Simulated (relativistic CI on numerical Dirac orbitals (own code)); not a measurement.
Pt6+ (5d4) in a crystal field

Calculated by Dirac-Coulomb-Breit CI, KLI orbitals optimised for each configuration, QED by a radiative potential, valence Slater integrals scaled by 0.7, one configuration in a parametric crystal field (own radial code).

Field parameters in Wybourne normalisation: D4h B²₀ = −7Ds, B⁴₀ = 21(Dq − Dt), B⁴₄ = 21√(5/14) Dq. The field is a parameter set, without covalency.

S is read from ⟨S²⟩ = S(S + 1).

Levels (cm⁻¹, degeneracy): 0 (1), 6267 (1), 8777 (2), 12649 (1), 13719 (1), 14292 (1), 15373 (2), 18621 (1), 18723 (2), 18826 (1), 20699 (1), 23682 (1).

Question: Which field gives this pattern?
A. D4h, 10Dq = 27300, Ds = 3000, Dt = 240 cm⁻¹
B. D4h, 10Dq = 27300, Ds = -680, Dt = 240 cm⁻¹
C. D4h, 10Dq = 27300, Ds = 2180, Dt = 240 cm⁻¹
D. D4h, 10Dq = 27300, Ds = 2590, Dt = 240 cm⁻¹

Answer: A. D4h, 10Dq = 27300, Ds = 3000, Dt = 240 cm⁻¹, ground level with S = 1.14.
